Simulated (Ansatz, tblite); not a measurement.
Removing and adding an electron: the cluster YO₂H (the lowest singlet isomer of a short search). Total charge 0; singlet. Geometry: PBE-D4/def2-TZVP. Ansatz, gas phase; energy differences of separate SCF runs; the oxidised species was run as a doublet alone; the reduced species was run as a doublet alone.

```xyz
4

Y     0.682    0.179   -0.448
O    -0.891   -1.061   -0.420
O    -0.043   -1.196    0.815
H     0.253    2.078    0.052
```

In the def2 sets Y takes a core potential; there is no spin–orbit coupling. The xTB rows come from tblite. Correlated methods freeze 2 core orbitals; core or outer-core shells of Y are correlated, in sets that lack core-valence functions. In CCSD on the charge 1 doublet the largest single amplitude is 0.29, so its Hartree–Fock determinant may place the open shell otherwise than the density functionals do. The structure holds 1 bond(s) between oxygen atoms. HOMO above LUMO, or a gap near zero within one spin, warns that the state may not be the lowest or that an electron is smeared out. The structure comes from a short search, and lower isomers may exist.

```csv
level,−HOMO (eV),vertical IE (eV),−LUMO (eV),vertical EA (eV),HOMO–LUMO gap (eV),IE − EA (eV),remarks
GFN1-xTB,11.21,15.66,9.37,5.50,1.83,10.16,–
HF/def2-TZVPD,–,–,–,1.07,–,–,test for broken spin undecided (singlet)
PBE-D4/def2-TZVPD,5.00,–,2.87,1.04,2.13,–,HOMO above zero (-1 doublet)
r2SCAN-D4/def2-TZVPD,5.13,–,2.39,1.07,2.74,–,HOMO above zero (-1 doublet)
MP2/def2-TZVPD,–,–,–,1.07,–,–,test for broken spin undecided (singlet)
CCSD/def2-TZVPP,–,8.47,–,–,–,–,"large T1 (0.061) (+1 doublet), spin-contaminated (⟨S²⟩ 0.86) (+1 doublet), test for broken spin undecided (singlet)"
CCSD(T)/def2-TZVPD,–,–,–,1.12,–,–,test for broken spin undecided (singlet)
```

(1) Estimate the rows for GFN2-xTB, PBE-D4/def2-TZVP, r2SCAN-D4/def2-TZVP, PBE0-D4/def2-TZVP, PBE0-D4/def2-TZVPD, CCSD/def2-TZVPD, CCSD(T)/def2-TZVPP.

## Answers

(1) 
```json
{"level": "GFN2-xTB", "−HOMO (eV)": "10.76", "vertical IE (eV)": "14.79", "−LUMO (eV)": "9.87", "vertical EA (eV)": "5.91", "HOMO–LUMO gap (eV)": "0.89", "IE − EA (eV)": "8.88", "remarks": "–"}
{"level": "PBE-D4/def2-TZVP", "−HOMO (eV)": "4.95", "vertical IE (eV)": "8.46", "−LUMO (eV)": "2.85", "vertical EA (eV)": "–", "HOMO–LUMO gap (eV)": "2.10", "IE − EA (eV)": "–", "remarks": "gap within one spin near zero (+1 doublet)"}
{"level": "r2SCAN-D4/def2-TZVP", "−HOMO (eV)": "5.09", "vertical IE (eV)": "8.48", "−LUMO (eV)": "2.39", "vertical EA (eV)": "–", "HOMO–LUMO gap (eV)": "2.70", "IE − EA (eV)": "–", "remarks": "gap within one spin near zero (+1 doublet)"}
{"level": "PBE0-D4/def2-TZVP", "−HOMO (eV)": "6.31", "vertical IE (eV)": "8.60", "−LUMO (eV)": "2.29", "vertical EA (eV)": "–", "HOMO–LUMO gap (eV)": "4.02", "IE − EA (eV)": "–", "remarks": "–"}
{"level": "PBE0-D4/def2-TZVPD", "−HOMO (eV)": "6.35", "vertical IE (eV)": "–", "−LUMO (eV)": "2.30", "vertical EA (eV)": "1.13", "HOMO–LUMO gap (eV)": "4.05", "IE − EA (eV)": "–", "remarks": "HOMO above zero (-1 doublet)"}
{"level": "CCSD/def2-TZVPD", "−HOMO (eV)": "–", "vertical IE (eV)": "–", "−LUMO (eV)": "–", "vertical EA (eV)": "1.16", "HOMO–LUMO gap (eV)": "–", "IE − EA (eV)": "–", "remarks": "test for broken spin undecided (singlet)"}
{"level": "CCSD(T)/def2-TZVPP", "−HOMO (eV)": "–", "vertical IE (eV)": "8.56", "−LUMO (eV)": "–", "vertical EA (eV)": "–", "HOMO–LUMO gap (eV)": "–", "IE − EA (eV)": "–", "remarks": "large T1 (0.061) (+1 doublet), spin-contaminated (⟨S²⟩ 0.86) (+1 doublet), test for broken spin undecided (singlet)"}
```

Run but left out: HF/def2-TZVPP, MP2/def2-TZVPP (charge +1 doublet: a determinant that CCSD turns far, T1 0.061).   A HOMO above zero means that the electron is unbound at that level or that self-interaction error raises the level; the energy of removing that electron tells which. Raw xTB energy differences between charge states are shifted by several eV; the methods need an empirical correction for them.
